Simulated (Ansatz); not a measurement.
The pair A = GeH4 (SMILES [GeH4]) (first 5 atoms), B = HI (SMILES I); geometry from B3LYP-D3(BJ)/def2-TZVP.
(charge 0, multiplicity 1):
```xyz
7

Ge     0.076     0.156    -0.013
H      1.461     0.068     0.644
H     -0.646    -1.191     0.125
H      0.240     0.504    -1.501
H     -0.745     1.254     0.679
I     -0.215    -0.515     4.107
H      0.544     0.860     3.729
```

Cores are frozen in the correlated methods. Filled d and f shells under p-block atoms count as core.

Run with Ansatz (an electronic-structure program) with Gaussian orbitals. Values without a source in brackets are computed. In def2 rows elements past Kr take small-core potentials, without spin–orbit coupling.

Total energies (hartree), monomers frozen at their geometry in the pair:

```json
[
 {"structure": "AB", "HF/def2-SVPD": "-2374.6468949", "CCSD(T)/def2-SVPD": "-2374.9328650", "CCSD(T)/def2-TZVPPD": "-2375.2713679"},
 {"structure": "A in the pair's basis", "HF/def2-SVPD": "-2077.4149411", "CCSD(T)/def2-SVPD": "-2077.5654616", "CCSD(T)/def2-TZVPPD": "-2077.8511818"},
 {"structure": "B in the pair's basis", "HF/def2-SVPD": "-297.2332727", "CCSD(T)/def2-SVPD": "-297.3666434", "CCSD(T)/def2-TZVPPD": "-297.4191494"},
 {"structure": "A", "HF/def2-SVPD": "-2077.4148621", "CCSD(T)/def2-SVPD": "-2077.5651711", "CCSD(T)/def2-TZVPPD": "-2077.8510321"},
 {"structure": "B", "HF/def2-SVPD": "-297.2331561", "CCSD(T)/def2-SVPD": "-297.3658135", "CCSD(T)/def2-TZVPPD": "-297.4187235"}
]
```

Task: Work out the interaction energy without and with the counterpoise correction, and the superposition error, for each level.

Result: 
E(AB) − E(A) − E(B), times 627.509 kcal/mol, with the monomers in their own basis and then in the pair's basis:
- HF/def2-SVPD: 0.70 uncorrected, 0.83 corrected; the monomers gain 0.12 kcal/mol from borrowed functions
- CCSD(T)/def2-SVPD: -1.18 uncorrected, -0.48 corrected; the monomers gain 0.70 kcal/mol from borrowed functions
- CCSD(T)/def2-TZVPPD: -1.01 uncorrected, -0.65 corrected; the monomers gain 0.36 kcal/mol from borrowed functions
